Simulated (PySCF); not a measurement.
Computed with PBE-D3(BJ)/def2-TZVP // r2SCAN-D4/def2-SVP in PySCF 2.14.0. Gas-phase values, no solvent. One relaxed conformer stands for a flexible species; it need not be the lowest. Excitations are Tamm–Dancoff values on a coarser integration grid. The basis has no diffuse functions, so Rydberg states are missing or too high.

Reference species (SMILES): `s1ccc2ccc(c(B)c12)C#N` (neutral, multiplicity 1).

```json
{
  "S1 excitation (TDA)": "2.90 eV",
  "S1 oscillator strength": "0.028",
  "T1 excitation (TDA)": "2.30 eV"
}
```

Changed species: `Bc1cc2c(C#N)cccc2s1`.

Question: Give the shifts of the S1 excitation (TDA), S1 oscillator strength and T1 excitation (TDA).

Answer: the S1 excitation (TDA) increases by 0.26 eV, to 3.16 eV; the S1 oscillator strength increases by 0.044, to 0.072; the T1 excitation (TDA) drops by 0.02 eV, to 2.28 eV.
